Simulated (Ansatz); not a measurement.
Two structures of GaNH6O2, closed shell, reached by relaxing down either side of one saddle point (PBE0-D4/def2-TZVP). Energies are electronic, without zero-point energy. Computed with Ansatz 0.2.0 (basis: def2-TZVPP and def2-QZVPP); correlated methods freeze the cores. Filled d shells of the heavier atoms are correlated. The def2 sets are not built for correlating such inner shells, so the correlated values are less sure here. Extrapolation: Hartree–Fock as exp(−7.88 √X), correlation as X^−2.97. First:

```json
{"atom": "Ga1", "x (Å)": "0.6440", "y (Å)": "-0.3393", "z (Å)": "-0.3938"}
{"atom": "H2", "x (Å)": "1.1430", "y (Å)": "-1.8211", "z (Å)": "-0.4603"}
{"atom": "O3", "x (Å)": "-0.0489", "y (Å)": "0.4599", "z (Å)": "-1.8751"}
{"atom": "O4", "x (Å)": "1.4140", "y (Å)": "0.8784", "z (Å)": "0.7260"}
{"atom": "H5", "x (Å)": "-1.5722", "y (Å)": "-1.2001", "z (Å)": "0.9891"}
{"atom": "N6", "x (Å)": "-1.2078", "y (Å)": "-0.3301", "z (Å)": "0.6213"}
{"atom": "H7", "x (Å)": "0.3024", "y (Å)": "1.3435", "z (Å)": "-1.9979"}
{"atom": "H8", "x (Å)": "2.2748", "y (Å)": "0.6228", "z (Å)": "1.0580"}
{"atom": "H9", "x (Å)": "-1.8641", "y (Å)": "0.0560", "z (Å)": "-0.0499"}
{"atom": "H10", "x (Å)": "-1.0852", "y (Å)": "0.3299", "z (Å)": "1.3828"}
```

Second:

Ga1  (0.260, 0.586, -0.131)
H2  (0.892, -2.222, -0.518)
O3  (0.405, 0.739, -1.896)
O4  (1.816, 0.696, 0.723)
H5  (0.234, -2.269, -0.164)
N6  (-1.324, 0.290, 0.718)
H7  (-0.428, 0.653, -2.364)
H8  (1.748, 0.587, 1.673)
H9  (-2.194, 0.483, 0.250)
H10  (-1.409, 0.459, 1.707)
(Å)

**Question.** Which bonds change from the first to the second?

**Answer.** GaH₃O₂ ([OH][GaH][OH]) + NH₃ → GaNH₄O₂ ([NH2][Ga]([OH])[OH]) + H₂; bonds formed: H2–H5; dative contacts that become bonds: Ga1–N6; bonds broken: Ga1–H2, H5–N6.

**Question.** Give the saddle point's structure and its height above each. (An estimate is asked for; the value comes from the calculation.)

**Answer.** Computed: 2.096 eV above the first and 1.191 eV above the second (CCSD(T) at an estimated basis limit (MP2 extrapolated from triple and quadruple zeta, plus CCSD(T) − MP2 in triple zeta)).
```
10
angstrom
Ga 0.5027 0.3040 -0.2659
H 0.4138 -1.5964 -0.2506
O 0.4100 0.9335 -1.9305
O 1.8513 0.8890 0.7415
H -0.4195 -1.2765 0.2044
N -1.1757 -0.1790 0.6311
H -0.2193 0.4772 -2.4906
H 1.9624 0.4147 1.5665
H -2.0540 0.0293 0.1714
H -1.2717 0.0042 1.6227
```

The T1 diagnostic stays at or below 0.014.

The step is the kind of exchange with an N–H group that builds nitride films in atomic layer and chemical vapour deposition.

Labels in which every atom is bracketed show which atoms are joined, not bond orders.

For scale, one of the runs: CCSD(T)/def2-TZVPP, 225 basis functions, launched by `ansatz run in.yaml --threads 4 --pin off --events-out ev --progress --plain --max-ram 9574MiB`. Time: 49 s of wall clock on 4 CPU threads of an AMD EPYC 9R45; the host was shared. Peak host memory: 3.9 GiB.
